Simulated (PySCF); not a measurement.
Compound: [IrCl6]3- (charge -3 and singlet state).
Bonds: Ir1–Cl2, Ir1–Cl3, Ir1–Cl4, Ir1–Cl5, Ir1–Cl6, Ir1–Cl7.

Computed with PBE0-D3(BJ)/def2-SVP geometry optimisation, gas phase, def2 core potentials past Kr in PySCF 2.14.0.

Task: List the bond lengths and angles at this level.

Result: 
```tsv
bond	length (Å)
Ir1–Cl2 and 5 like bonds	2.432
```

Bonds in one row agree within 0.01 Å and their mean is given. A selection of angles:
```tsv
angle	degrees
Cl2–Ir1–Cl3	179.9
Cl2–Ir1–Cl4	90.1
```

Ir1 (iridium bonded to 6 Cl) is octahedral (the three widest angles are 180.0°, 179.9° and 179.9°, the others run from 90.0° to 90.1°). All 6 Cl–Ir bonds measure 2.432 Å.

Point group: Oh (every atom within 0.08 Å of its image). Stationary, but not proved a minimum. Whether so highly charged an anion holds all its electrons in the gas phase wasn't checked; a finite basis holds them in any case. The ion is multiply charged and computed without counter-ions or solvent. The geometry's basis has no diffuse functions, a weakness for an anion.

Hardware: Arm Neoverse V1, 2 threads, shared host. Cost: 59 s wall, 81 s CPU, 0.66 GiB resident at most. These figures are those of the optimisation.
